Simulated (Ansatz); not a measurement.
`[TeH]B1N[SiH2]1` + `FC[SiH3]` → `FC([SiH3])[TeH]` + `B1N[SiH2]1`  (formal exchange of groups at a Te–B bond)

Gas-phase electronic energies from Ansatz, PBE0-D4/def2-TZVP geometries. CCSD(T)/CBS is the MP2 limit (def2-TZVPP, def2-QZVPP) plus CCSD(T) − MP2 in def2-TZVPP, frozen cores. Functionals use def2-TZVPP. HSE06 is defined as in plane-wave codes. def2 core potentials past Kr. For Te outer-core shells are correlated without core-valence functions, which leaves a few kJ/mol of doubt a bond.

```tsv
level	ΔE (kJ/mol)
BLYP	82.9
HSE06	92.5
```

Problem. What does CCSD(T)/CBS give? (An estimate is asked.)

Solution. Computed: +86.2 kJ/mol. The listed levels differ from it by -3.3, 6.3 kJ/mol.

Largest T1 diagnostic among the species: 0.014.

At CCSD(T), def2-SVP lies +16.0 kJ/mol from the extrapolated value and def2-TZVPP +3.8 kJ/mol. From r2SCAN to r2SCAN0 (25 % exact exchange), in def2-TZVPP and without D4, ΔE moves by +4.6 kJ/mol. In def2-TZVPP, CCSD(T) changes the Hartree–Fock value by −8.8 kJ/mol (the triples alone add −1.6 kJ/mol) and MP2 by −4.4 kJ/mol.
